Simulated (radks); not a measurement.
Spin polarisation of the 4f12 shell in the thulium ion Tm3+. Start: [Xe] 4f(up 6, down 6); electrons of 4f are moved from spin down to spin up, other shells keep equal spins. Calculated with a radial shooting solver on a logarithmic mesh with Libxc functionals: non-relativistic Kohn-Sham, PBE, spin-polarised, spherical densities, point nucleus.

moment (Bohr magnetons),E - E(0) (eV),e(4f up) (eV),e(4f down) (eV),5p down minus up (eV),5s down minus up (eV),4d down minus up (eV)
0,0.000,-40.644,-40.644,0.000,0.000,0.000
0.5,-0.053,-40.853,-40.428,0.132,0.170,0.464
1,-0.212,-41.056,-40.207,0.265,0.340,0.928
1.5,-0.478,-41.253,-39.978,0.397,0.510,1.392
2,-0.850,-41.444,-39.744,0.529,0.681,1.856

At moment 2 the spin-polarisation energy is -0.850 eV and the 4f exchange splitting 1.700 eV, that is 0.850 eV per Bohr magneton; E = -I m^2/4 would give I = 0.850 eV.
